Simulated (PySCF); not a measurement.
Shapes and spin states of CoS₂

Level of theory: PBE0 in PySCF with Co def2-SVP, S def2-SVP; no relativity; density-fitted integrals.

Relaxations began from a few typed shapes and spin states; open shells are unrestricted. The search is not exhaustive: other isomers or separated fragments can lie lower, and high-lying points may rest on an excited occupation.

**Question.** Which is the lowest minimum found?
A. broken-symmetry Ms = 1/2 (⟨S²⟩ 2.38) D∞h: Co–S 2.126 Å (×2); S–Co–S 180.0°
B. quartet C2v: Co–S 1.970 Å (×2); S–Co–S 107.1°
C. broken-symmetry Ms = 3/2 (⟨S²⟩ 4.65) C∞v: Co–S 2.058 Å, Co–S 2.156 Å; S–Co–S 180.0°
D. quartet C2v: Co–S 2.137 Å (×2), S–S 2.195 Å; Co–S–S 59.1° (×2), S–Co–S 61.8°
E. broken-symmetry Ms = 1/2 (⟨S²⟩ 2.04) Cs: Co–S 2.226 Å, Co–S 2.353 Å, S–S 2.037 Å; Co–S–S 60.4°, Co–S–S 66.8°, S–Co–S 52.8°
F. sextet D∞h: Co–S 2.138 Å (×2); S–Co–S 180.0°
G. sextet D∞h: Co–S 2.138 Å (×2); S–Co–S 180.0°
H. sextet C2v: Co–S 2.128 Å (×2); S–Co–S 172.4°

**Answer.** D. The others lie at 40.8 (sextet D∞h), 40.9 (sextet D∞h), 44.2 (sextet C2v), 46.9 (broken-symmetry Ms = 3/2 C∞v), 51.0 (broken-symmetry Ms = 1/2 D∞h), 52.4 (broken-symmetry Ms = 1/2 Cs), 55.1 (quartet C2v) kJ/mol above it.

For the lowest minimum: open d and f shells are described by one determinant, and the ground state may have another occupation or spin.

The electron or spin density has lower symmetry than the nuclear frame for the sextet D∞h at 40.8 kJ/mol, sextet D∞h at 40.9 kJ/mol, broken-symmetry Ms = 3/2 (⟨S²⟩ 4.65) C∞v at 46.9 kJ/mol, broken-symmetry Ms = 1/2 (⟨S²⟩ 2.38) D∞h at 51.0 kJ/mol.
